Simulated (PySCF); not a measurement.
From one molecule to another.

First species: C₅H₄F₃P.
Cartesian coordinates in Å at the GFN2-xTB level; atoms count from 1:
```xyz
13
C5H4F3P angstrom
F     -1.3666   -0.9048    2.3095
C     -1.6179   -0.3790    1.0961
F     -2.4543   -1.2269    0.4793
F     -2.3222    0.7488    1.3259
C     -0.3776   -0.1144    0.3251
C     -0.0288   -0.7073   -0.8374
C      1.2352   -0.2533   -1.3450
C      1.8368    0.6697   -0.5686
P      0.9484    0.9404    0.9775
H     -0.6373   -1.4321   -1.3535
H      1.6311   -0.6199   -2.2777
H      2.7909    1.1230   -0.7760
H      0.3580    2.1562    0.6270
```

Second species: C7H12N2Si.
Cartesian coordinates in Å at the GFN2-xTB level; atoms count from 1:
```xyz
22
C7H12N2Si angstrom
C     -2.942    1.922    2.704
C     -2.414    1.475    1.728
C     -1.734    0.902    0.574
C     -0.559    1.706    0.320
N      0.382    2.335    0.157
C     -1.341   -0.564    0.837
Si    -0.709   -1.499   -0.708
C      0.867   -0.711   -1.429
N      1.892   -0.671   -0.397
C      3.202   -0.332   -0.918
H     -3.424    2.315    3.548
H     -2.396    0.965   -0.300
H     -2.222   -1.078    1.224
H     -0.595   -0.590    1.633
H     -0.439   -2.874   -0.288
H     -1.784   -1.447   -1.713
H      1.237   -1.353   -2.233
H      0.688    0.277   -1.883
H      1.633    0.022    0.298
H      3.514   -1.114   -1.613
H      3.912   -0.295   -0.094
H      3.222    0.632   -1.447
```

Levels: PBE0/pcSseg-1 for dipole moment, HOMO energy, LUMO energy and HOMO–LUMO gap; GFN2-xTB for rotational constant A and rotational constant C. Geometries: GFN2-xTB. All species are isolated and taken at one optimised geometry, non-relativistic unless stated. Electronic properties by PySCF.

Dipoles, sizes and rotational constants follow the conformer. The torsions of the flexible species, by atom-mapped SMILES:
- `[F:1][C:2]([F:3])([F:4])[c:5]1[cH:6][cH:7][cH:8][pH:9]1`: F1–C2–C5–C6 116°
- `[CH:1]#[C:2][C@@H:3]([C:4]#[N:5])[CH2:6][SiH2:7][CH2:8][NH:9][CH3:10]`: C2–C3–C6–Si7 170°, C3–C6–Si7–C8 62°, C6–Si7–C8–N9 57°, Si7–C8–N9–C10 169°

**Question.** Which has the higher HOMO–LUMO gap?

**Answer.** The second: 6.39 eV against 5.54 eV, a difference of 0.85 eV.

**Question.** Which of the two has the higher dipole moment, and by how much?

**Answer.** The first: 3.20 D against 2.46 D, a difference of 0.74 D.

**Question.** Which of the two has the higher rotational constant C, and by how much?

**Answer.** The first: 0.866 GHz against 0.531 GHz, a difference of 0.335 GHz.

**Question.** Which has the higher rotational constant A?

**Answer.** The first: 2.675 GHz against 1.806 GHz, a difference of 0.869 GHz.

**Question.** Which of the two has the higher HOMO energy, and by how much?

**Answer.** The second: -6.37 eV against -7.49 eV, a difference of 1.12 eV.

**Question.** Which has the higher LUMO energy?

**Answer.** The second: 0.02 eV against -1.95 eV, a difference of 1.97 eV.

On the first: The dipole matches unit charges of opposite sign 0.67 Å apart (1 e·Å = 4.8032 D).

On the second: In atomic units the dipole is 0.97 e·bohr (1 au = 2.5417 D).
